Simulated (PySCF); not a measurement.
C5H5Cl, SMILES C=C(Cl)C#CC. The structure is a stationary point at PBE0-D3(BJ)/def2-SVP. The structure was generated by enumeration, and PubChem lists no compound with its InChIKey, so it may never have been made.

Computed equilibrium geometry at PBE0-D3(BJ)/def2-SVP (PySCF confirms it by a frequency run) as Cartesian coordinates in Å, and its point group:
point group Cs.
```xyz
11

C      1.6832     1.3409     0.0000
C      0.4762     0.7597     0.0000
Cl    -0.9684     1.7434     0.0000
C      0.2391    -0.6413     0.0000
C      0.0185    -1.8358     0.0000
C     -0.2432    -3.2624     0.0000
H      1.7843     2.4270     0.0000
H      2.5808     0.7206     0.0000
H      0.1905    -3.7448    -0.8901
H      0.1905    -3.7448     0.8901
H     -1.3258    -3.4625     0.0000
```
